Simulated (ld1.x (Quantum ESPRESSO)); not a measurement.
## Sb: RRKJ pseudisation with PW91, scalar-relativistic reference atom.

```json
{
 "Element": "antimony",
 "Generator": "ld1.x (Quantum ESPRESSO) 7.5",
 "Type": "norm-conserving RRKJ (Kleinman–Bylander form)",
 "Functional": "PW91",
 "Relativity": "scalar-relativistic",
 "Frozen core": "[Kr] 4d10",
 "Valence charge": "5",
 "Reference configuration": "5s1 5p4",
 "Partial waves": "5s (bound): rc 2.05 bohr; 5d channel at 0.3 Ry: rc 2.00 bohr; 5p (bound): rc 2.05 bohr",
 "Local potential": "the p channel",
 "Core correction": "Bessel-smoothed model core inside 2.38 bohr",
 "rho0": "0.001"
}
```

* Cutoffs needed: 25 Ry and 40 Ry (the cutoffs (Ry, on a coarse ladder) from which the occupation-weighted sum of valence levels, in a spherical-Bessel basis at the reference potential, stays within 10 and 1 mRy of its value at 400 Ry)
* Ghost test: ghost state, extra bound levels that the all-electron valence spectrum of the same l lacks: d at -106.3 eV; a true bound ghost makes a file unfit for plane-wave use (spherical-Bessel basis up to 400 Ry, 20 bohr box)
* Largest excitation error: -299 meV (all-electron minus pseudo) for 5s1 5p0, out of 7 test configurations
